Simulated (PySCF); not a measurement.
CAuClO, charge +1, doublet, geometry from GFN2-xTB (such geometries of metal compounds can be far from the true shape) (the multiplicity is a formal guess) (core potentials on Au), with bond 2-1 at 3.0 times its length; PySCF with PBE/def2-SVP.

Here is a job for PySCF.
```python
from pyscf import gto, scf, dft

mol = gto.M(
    atom='''
Au    0.002392   -0.013348    0.017041
Cl   -0.620284    4.970863   -4.528546
O     0.278174   -2.281665    2.034716
C     0.178906   -1.451528    1.307450
''',
    basis='def2-svp',
    ecp={'Au': 'def2-svp'},
    charge=1,
    spin=1,
    verbose=4,
)

mf = dft.UKS(mol)
mf.xc = 'pbe'
mf.kernel()
mo_i, mo_e, stable_i, stable_e = mf.stability(internal=True, external=False, return_status=True, nroots=6, tol=1e-6)
print('internally stable:', stable_i, ' externally stable:', stable_e)
if not stable_i:
    umf = mf.copy()
    umf.scf_summary = {}
    umf.kernel(umf.make_rdm1(mo_i, mf.mo_occ))
mf.analyze()
```

Q: Write the output that PySCF gives for this input, abridged.

A: 
```
PySCF version 2.14.0

[INPUT] verbose = 4
[INPUT] num. atoms = 4
[INPUT] num. electrons = 49
[INPUT] charge = 1
[INPUT] spin (= nelec alpha-beta = 2S) = 1
[INPUT] symmetry False subgroup None
[INPUT] Mole.unit = angstrom
[INPUT] Symbol           X                Y                Z      unit          X                Y                Z       unit  Magmom
[...]
nuclear repulsion = 119.152013233849
number of shells = 32
number of NR pGTOs = 141
number of NR cGTOs = 78
basis = def2-svp
ecp = {'Au': 'def2-svp'}

******** <class 'pyscf.dft.uks.UKS'> ********
method = UKS
initial guess = minao
damping factor = 0
level_shift factor = 0
DIIS = <class 'pyscf.scf.diis.CDIIS'>
diis_start_cycle = 1
diis_space = 8
diis_damp = 0
SCF conv_tol = 1e-09
SCF conv_tol_grad = None
SCF max_cycles = 50
direct_scf = True
direct_scf_tol = 1e-13
number electrons alpha = 25  beta = 24
XC library pyscf.dft.libxc version 7.1.2
    S. Lehtola, C. Steigemann, M. J. T. Oliveira, and M. A. L. Marques,  SoftwareX 7, 1–5 (2018)
XC functionals = pbe
    J. P. Perdew, K. Burke, and M. Ernzerhof,  Phys. Rev. Lett. 77, 3865 (1996)
    J. P. Perdew, K. Burke, and M. Ernzerhof,  Phys. Rev. Lett. 78, 1396 (1997)
    J. P. Perdew, K. Burke, and M. Ernzerhof,  Phys. Rev. Lett. 77, 3865 (1996)
    J. P. Perdew, K. Burke, and M. Ernzerhof,  Phys. Rev. Lett. 78, 1396 (1997)
radial grids:
    Treutler-Ahlrichs [JCP 102, 346 (1995); DOI:10.1063/1.469408] (M4) radial grids

becke partition: Becke, JCP 88, 2547 (1988); DOI:10.1063/1.454033
pruning grids: <function nwchem_prune>
grids dens level: 3
symmetrized grids: False
atomic radii adjust function: <function treutler_atomic_radii_adjust>
small_rho_cutoff = 0
Set gradient conv threshold to 3.16228e-05
tot grids = 71392
init E= -697.386126436026

cycle= 1 E= -699.312591652208  delta_E= -1.93  |g|= 1.87  |ddm|= 7.66
cycle= 2 E= -552.944617249157  delta_E=  146  |g|= 3.28  |ddm|= 15.8
cycle= 3 E= -685.658120873712  delta_E= -133  |g|= 3.44  |ddm|= 16.4
cycle= 4 E= -685.888885463064  delta_E= -0.231  |g|= 3.38  |ddm|= 0.256
cycle= 5 E= -685.909544413957  delta_E= -0.0207  |g|= 3.38  |ddm|= 0.0444
cycle= 6 E= -686.391650746202  delta_E= -0.482  |g|= 3.26  |ddm|= 0.633
cycle= 7 E= -686.843939129621  delta_E= -0.452  |g|= 3.14  |ddm|= 0.82
cycle= 8 E= -686.836863605773  delta_E= 0.00708  |g|= 3.14  |ddm|= 0.13
cycle= 9 E= -686.857836537977  delta_E= -0.021  |g|= 3.14  |ddm|= 0.0468
cycle= 10 E= -686.575169625866  delta_E= 0.283  |g|=  3.2  |ddm|= 5.52

cycle= 11 E= -546.975623639386  delta_E=  140  |g|= 2.82  |ddm|= 17.1

cycle= 12 E= -682.116282167172  delta_E= -135  |g|= 4.08  |ddm|= 17.6

cycle= 13 E= -682.454033635143  delta_E= -0.338  |g|= 4.01  |ddm|= 0.466

cycle= 14 E= -682.146300188582  delta_E= 0.308  |g|= 4.06  |ddm|= 0.505

cycle= 15 E= -681.95922281395  delta_E= 0.187  |g|= 4.09  |ddm|= 0.317

cycle= 16 E= -681.434769723321  delta_E= 0.524  |g|= 4.15  |ddm|= 0.43

cycle= 17 E= -680.921057050115  delta_E= 0.514  |g|= 4.19  |ddm|= 0.447

cycle= 18 E= -678.688109463329  delta_E= 2.23  |g|= 4.53  |ddm|= 2.15
cycle= 19 E= -552.268544754679  delta_E=  126  |g|= 6.14  |ddm|= 7.99
cycle= 20 E= -546.238233268198  delta_E= 6.03  |g|= 3.43  |ddm|= 20.3
cycle= 21 E= -681.177267042833  delta_E= -135  |g|= 4.39  |ddm|=   18
cycle= 22 E= -680.731075924404  delta_E= 0.446  |g|= 4.34  |ddm|= 0.843
cycle= 23 E= -681.100677518059  delta_E= -0.37  |g|=  4.4  |ddm|= 0.982
cycle= 24 E= -555.440312857539  delta_E=  126  |g|= 6.15  |ddm|= 6.91

cycle= 25 E= -555.442464192445  delta_E= -0.00215  |g|=  6.2  |ddm|= 0.727

cycle= 26 E= -554.651904394165  delta_E= 0.791  |g|= 6.21  |ddm|= 0.944

cycle= 27 E= -554.496862133269  delta_E= 0.155  |g|= 6.16  |ddm|= 0.356

cycle= 28 E= -581.205245953492  delta_E= -26.7  |g|= 6.25  |ddm|= 3.88
cycle= 29 E= -545.210537514598  delta_E=   36  |g|= 4.11  |ddm|= 19.7
cycle= 30 E= -684.360774514145  delta_E= -139  |g|= 3.69  |ddm|=   18
cycle= 31 E= -682.874667608101  delta_E= 1.49  |g|= 4.16  |ddm|=  4.3
cycle= 32 E= -683.079456864987  delta_E= -0.205  |g|= 4.16  |ddm|= 0.295
cycle= 33 E= -682.909690083931  delta_E= 0.17  |g|= 4.22  |ddm|= 0.676
cycle= 34 E= -682.979377147268  delta_E= -0.0697  |g|= 4.31  |ddm|= 0.186
cycle= 35 E= -683.601524305016  delta_E= -0.622  |g|= 4.13  |ddm|= 1.28
cycle= 36 E= -684.497630214392  delta_E= -0.896  |g|= 3.93  |ddm|= 1.42
cycle= 37 E= -688.500612829142  delta_E=   -4  |g|= 2.78  |ddm|= 4.18
cycle= 38 E= -547.000038439611  delta_E=  142  |g|= 2.74  |ddm|= 16.6

cycle= 39 E= -681.861512714455  delta_E= -135  |g|= 4.05  |ddm|= 17.5

cycle= 40 E= -682.103093038946  delta_E= -0.242  |g|= 4.03  |ddm|= 0.24

cycle= 41 E= -681.436346950567  delta_E= 0.667  |g|= 4.07  |ddm|= 0.792

cycle= 42 E= -682.071978694906  delta_E= -0.636  |g|= 4.02  |ddm|= 0.726

cycle= 43 E= -680.919296598676  delta_E= 1.15  |g|= 4.16  |ddm|= 1.08

cycle= 44 E= -681.149175879247  delta_E= -0.23  |g|= 4.13  |ddm|= 0.453

cycle= 45 E= -681.067441255122  delta_E= 0.0817  |g|= 4.14  |ddm|= 0.165

cycle= 46 E= -552.473378542661  delta_E=  129  |g|=  6.1  |ddm|= 8.03
cycle= 47 E= -546.596066112694  delta_E= 5.88  |g|= 3.16  |ddm|= 20.4

cycle= 48 E= -581.235861905241  delta_E= -34.6  |g|= 6.32  |ddm|= 19.5
cycle= 49 E= -680.576924212423  delta_E= -99.3  |g|= 4.38  |ddm|= 5.48

cycle= 50 E= -580.950987563686  delta_E= 99.6  |g|= 6.29  |ddm|= 5.49
SCF not converged.
SCF energy = -580.950987563686 after 50 cycles  <S^2> = 0.75066284  2S+1 = 2.0006627
uhf_internal: lowest eigs of H = [-55.31591457 -55.3154556  -55.06909345 -55.06869392 -54.55888067
 -53.96614665]
<class 'pyscf.dft.uks.UKS'> wavefunction has an internal instability
internally stable: False  externally stable: None

******** <class 'pyscf.dft.uks.UKS'> ********
method = UKS
initial guess = minao
damping factor = 0
level_shift factor = 0
DIIS = <class 'pyscf.scf.diis.CDIIS'>
diis_start_cycle = 1
diis_space = 8
diis_damp = 0
SCF conv_tol = 1e-09
SCF conv_tol_grad = None
SCF max_cycles = 50
direct_scf = True
[...]
cycle= 18 E= -682.616852761605  delta_E= 0.356  |g|= 4.02  |ddm|= 3.37
cycle= 19 E= -546.505518925349  delta_E=  136  |g|= 3.19  |ddm|= 18.2
cycle= 20 E= -683.106515189017  delta_E= -137  |g|= 3.96  |ddm|= 17.8
cycle= 21 E= -681.380773524898  delta_E= 1.73  |g|=  4.2  |ddm|= 1.78
cycle= 22 E= -681.375354741592  delta_E= 0.00542  |g|=  4.2  |ddm|= 0.219
cycle= 23 E= -682.155532518403  delta_E= -0.78  |g|= 4.05  |ddm|= 0.777
cycle= 24 E= -681.875009498847  delta_E= 0.281  |g|= 4.14  |ddm|= 0.48
cycle= 25 E= -681.706127690536  delta_E= 0.169  |g|= 4.12  |ddm|= 0.303
cycle= 26 E= -680.640754858969  delta_E= 1.07  |g|= 4.27  |ddm|= 0.949
cycle= 27 E= -681.946876797808  delta_E= -1.31  |g|= 4.12  |ddm|= 1.24
cycle= 28 E= -546.264403381242  delta_E=  136  |g|= 3.39  |ddm|=   18
cycle= 29 E= -682.014017172367  delta_E= -136  |g|= 4.13  |ddm|=   18
cycle= 30 E= -681.27804978394  delta_E= 0.736  |g|= 4.22  |ddm|= 0.822
cycle= 31 E= -681.244984940961  delta_E= 0.0331  |g|= 4.22  |ddm|= 0.428
cycle= 32 E= -680.681227436587  delta_E= 0.564  |g|= 4.22  |ddm|= 0.795
cycle= 33 E= -680.909049524347  delta_E= -0.228  |g|= 4.25  |ddm|= 0.499
cycle= 34 E= -681.085655138782  delta_E= -0.177  |g|= 4.23  |ddm|= 0.28
cycle= 35 E= -681.187465018097  delta_E= -0.102  |g|= 4.23  |ddm|= 0.398
cycle= 36 E= -681.37992940998  delta_E= -0.192  |g|= 4.21  |ddm|= 0.405
cycle= 37 E= -545.286792301447  delta_E=  136  |g|=  4.1  |ddm|= 18.3
cycle= 38 E= -685.188481449749  delta_E= -140  |g|= 3.48  |ddm|= 17.5
cycle= 39 E= -685.818111921976  delta_E= -0.63  |g|=  3.4  |ddm|= 4.86
cycle= 40 E= -689.207196044571  delta_E= -3.39  |g|=  2.6  |ddm|= 4.55
cycle= 41 E= -707.279147894217  delta_E= -18.1  |g|= 1.19  |ddm|= 5.94
cycle= 42 E= -688.559515362056  delta_E= 18.7  |g|= 2.65  |ddm|=  5.5
cycle= 43 E= -689.530945176285  delta_E= -0.971  |g|= 2.41  |ddm|= 0.774
cycle= 44 E= -689.676754039749  delta_E= -0.146  |g|= 2.37  |ddm|= 0.246
cycle= 45 E= -689.550392699872  delta_E= 0.126  |g|= 2.39  |ddm|= 0.151
cycle= 46 E= -707.148973860884  delta_E= -17.6  |g|= 1.29  |ddm|= 5.11
cycle= 47 E= -700.010368997805  delta_E= 7.14  |g|= 1.54  |ddm|= 3.91

cycle= 48 E= -708.279685999759  delta_E= -8.27  |g|= 0.481  |ddm|= 3.75

cycle= 49 E= -708.106469668656  delta_E= 0.173  |g|= 0.375  |ddm|= 2.21
cycle= 50 E= -708.340565253699  delta_E= -0.234  |g|= 0.277  |ddm|= 2.21
SCF not converged.
SCF energy = -708.340565253699 after 50 cycles  <S^2> = 0.75169395  2S+1 = 2.0016932
**** SCF Summaries ****
Total Energy =                        -580.950987563686340
Nuclear Repulsion Energy =             119.152013233848606
One-electron Energy =                -1155.744190685519470
Two-electron Energy =                  455.641189887984524
Two-electron Coulomb Energy =          507.188379319408398
DFT Exchange-Correlation Energy =      -51.547189431423874
**** MO energy ****
                             alpha | beta                alpha | beta
[...]
spin_pop of  0 Au 5s       -0.00001
spin_pop of  0 Au 6s       -0.00168
spin_pop of  0 Au 7s       -0.00078
spin_pop of  0 Au 8s        0.00012
spin_pop of  0 Au 9s       -0.00002
spin_pop of  0 Au 10s       -0.00000
spin_pop of  0 Au 5px      -0.00242
spin_pop of  0 Au 5py      -0.00272
spin_pop of  0 Au 5pz      -0.00268
spin_pop of  0 Au 6px      -0.00467
spin_pop of  0 Au 6py      -0.00425
spin_pop of  0 Au 6pz      -0.00437
spin_pop of  0 Au 7px       0.00016
spin_pop of  0 Au 7py      -0.00010
spin_pop of  0 Au 7pz      -0.00005
spin_pop of  0 Au 5dxy      0.00059
spin_pop of  0 Au 5dyz      0.00047
spin_pop of  0 Au 5dz^2     0.00041
spin_pop of  0 Au 5dxz      0.00049
spin_pop of  0 Au 5dx2-y2    0.00022
spin_pop of  0 Au 6dxy      0.00026
spin_pop of  0 Au 6dyz      0.00003
spin_pop of  0 Au 6dz^2    -0.00001
spin_pop of  0 Au 6dxz      0.00015
spin_pop of  0 Au 6dx2-y2   -0.00018
spin_pop of  0 Au 5f-3      0.00004
spin_pop of  0 Au 5f-2      0.00020
spin_pop of  0 Au 5f-1      0.00002
spin_pop of  0 Au 5f+0     -0.00002
spin_pop of  0 Au 5f+1      0.00027
spin_pop of  0 Au 5f+2      0.00004
spin_pop of  0 Au 5f+3      0.00008
spin_pop of  1 Cl 1s        0.00000
spin_pop of  1 Cl 2s       -0.00003
spin_pop of  1 Cl 3s        0.00001
spin_pop of  1 Cl 4s        0.00002
spin_pop of  1 Cl 2px       0.88668
spin_pop of  1 Cl 2py       0.02294
spin_pop of  1 Cl 2pz       0.08810
spin_pop of  1 Cl 3px       0.00106
spin_pop of  1 Cl 3py       0.00003
spin_pop of  1 Cl 3pz       0.00011
spin_pop of  1 Cl 4px       0.00097
spin_pop of  1 Cl 4py       0.00003
spin_pop of  1 Cl 4pz       0.00010
spin_pop of  1 Cl 3dxy      0.00000
spin_pop of  1 Cl 3dyz     -0.00000
spin_pop of  1 Cl 3dz^2     0.00000
spin_pop of  1 Cl 3dxz      0.00000
spin_pop of  1 Cl 3dx2-y2   -0.00000
spin_pop of  2 O 1s       -0.00000
spin_pop of  2 O 2s        0.00106
spin_pop of  2 O 3s        0.00012
spin_pop of  2 O 2px      -0.00035
spin_pop of  2 O 2py       0.00017
spin_pop of  2 O 2pz       0.00006
spin_pop of  2 O 3px       0.00033
spin_pop of  2 O 3py       0.00057
spin_pop of  2 O 3pz       0.00051
spin_pop of  2 O 3dxy      0.00011
spin_pop of  2 O 3dyz     -0.00001
spin_pop of  2 O 3dz^2     0.00015
spin_pop of  2 O 3dxz      0.00009
spin_pop of  2 O 3dx2-y2    0.00004
spin_pop of  3 C 1s       -0.00000
spin_pop of  3 C 2s        0.00130
spin_pop of  3 C 3s       -0.00093
spin_pop of  3 C 2px       0.00126
spin_pop of  3 C 2py       0.00274
spin_pop of  3 C 2pz       0.00248
spin_pop of  3 C 3px       0.00318
spin_pop of  3 C 3py       0.00277
spin_pop of  3 C 3pz       0.00275
spin_pop of  3 C 3dxy      0.00060
spin_pop of  3 C 3dyz     -0.00009
spin_pop of  3 C 3dz^2     0.00079
spin_pop of  3 C 3dxz      0.00044
spin_pop of  3 C 3dx2-y2    0.00027
In total            25.00000 | 24.00000

WARN: System has nonzero charge 1; the dipole moment is origin-dependent.
Location of origin: [0. 0. 0.]

Dipole moment(X, Y, Z, Debye): -42.23880, 340.52424, -309.24086
```

The run did not converge; its last values are not results.
